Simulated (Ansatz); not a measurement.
CH$_{2}$FGaO, relaxed with RKS PBE0-D4/def2-TZVP in the Gaussian-basis code of Ansatz from a PBE-D4/def2-SVP geometry. The force threshold is 0.005 eV/Å; the program also tests the step.

The species carries charge 0 and has multiplicity 1. The bonds changed during the relaxation, so this is another structure than the one it started from.

Start:

```xyz
6

F     1.767    0.824    0.107
Ga    0.597    2.179    0.509
C    -0.581   -0.767   -0.159
O    -1.117    0.290    0.134
H     0.536   -0.840   -0.237
H    -1.202   -1.685   -0.353
```

```csv
step,energy (eV),largest force (eV/Å),largest move (Å)
1,-58201.8646,1.274,0.000
2,-58201.8899,0.237,0.040
3 (rejected),-58201.8822,0.542,0.026
4,-58201.8923,0.134,0.013
5,-58201.8925,0.010,0.002
6,-58201.8925,0.005,0.001
```

End:

```xyz
6

F     1.772    0.860    0.116
Ga    0.591    2.189    0.512
C    -0.580   -0.779   -0.162
O    -1.081    0.278    0.129
H     0.513   -0.883   -0.248
H    -1.215   -1.664   -0.347
```

Run time 18 s (2 threads of an Arm Neoverse V2 on a shared host); peak host memory 0.33 GiB.
